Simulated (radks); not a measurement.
The numbers below are computed, except where a source is named.
Task: These are the eigenvalues of the occupied orbitals of an atom or ion with whole-number occupations (eV). Level of theory: non-relativistic Kohn-Sham, PBE, spin-polarised, spherical densities, point nucleus (a radial shooting solver on a logarithmic mesh with Libxc functionals).

| orbital | eigenvalue |
|---|---|
| 1s up | -8746.421 |
| 1s down | -8746.394 |
| 2s down | -1039.813 |
| 2s up | -1039.774 |
| 2p down | -911.5657 |
| 2p up | -911.5432 |
| 3s down | -110.9061 |
| 3s up | -110.8637 |
| 3p down | -71.0529 |
| 3p up | -71.0269 |
| 3d up | -5.2265 |
| 3d down | -5.0725 |
| 4s up | -4.8280 |

Which element is it, and in what charge state? The configuration may be excited. Open shells, if any, are filled with parallel spins first.

Result: Z = 29, copper, charge 0: Cu in [Ar] 3d10 4s1. The list shows which subshells hold electrons but not how many an open one holds; the 1s level, -321.43 hartree, gives Z - s = 25.4 by -(Z - s)^2/2, which with screening narrows Z to a few neighbours, and the depths of the outer levels then fix element, charge and occupations together.
